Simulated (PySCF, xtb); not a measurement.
Zn(SH)(OSiH3) (H4OSSiZn), SMILES [SH][Zn][O][SiH3].

GFN2-xTB (xtb) at its own geometry gives an orbital gap of 2.88 eV and a dipole moment of 2.68 D.

Geometry: PBE-D3(BJ)/def2-SVP. Other conformers were not sampled.

Question: What does B3LYP/def2-TZVP run with PySCF give? (An estimate is asked for; the answer gives what the named calculation found.)

Answer: gap 5.75 eV (levels -7.42 and -1.66 eV), dipole 1.11 D.
